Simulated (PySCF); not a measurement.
# How methods differ on the ionisation energy of Gd⁴⁹⁺

Gd⁴⁹⁺ [Ne] 3s2 3p3 (4S) → Gd⁵⁰⁺ [Ne] 3s2 3p2 (3P), as a difference of total energies. Computed with PySCF 2.14 in an even-tempered Gaussian basis (17 s from 11 bohr⁻², ratio 2.5; 12 p from 15 bohr⁻², ratio 2.5; 4 d from 58 bohr⁻², ratio 2.7; 4 f from 87 bohr⁻², ratio 2.7), with the spin-free X2C one-electron Hamiltonian (Gaussian nucleus). Correlated levels: outer shells: 1s2 frozen; virtual orbitals above 40 to 60 times the deepest correlated orbital energy dropped. The calculations carry no spin-orbit coupling.

| method | ionisation energy (eV) |
| --- | --- |
| UHF | 4366.8 |
| MP2 (outer shells) | 4367.4 |
| SCS-MP2 (outer shells) | 4367.1 |
| CCSD (outer shells) | 4367.2 |
| CCSD(T) (outer shells) | 4367.2 |

Spin-orbit coupling is strong in these open shells (close to jj coupling). The scalar numbers leave it out and a first-order estimate fails, so it can dominate the gap to the real levels.

The ground level that NIST lists for one species does not belong to the high-spin term computed here, so part of any gap is the choice of state.

Breit and QED terms and the two-electron picture change are absent.

For comparison: 4294 ± 4 eV (theoretical estimate listed by NIST; NIST Atomic Spectra Database, ionization energies).
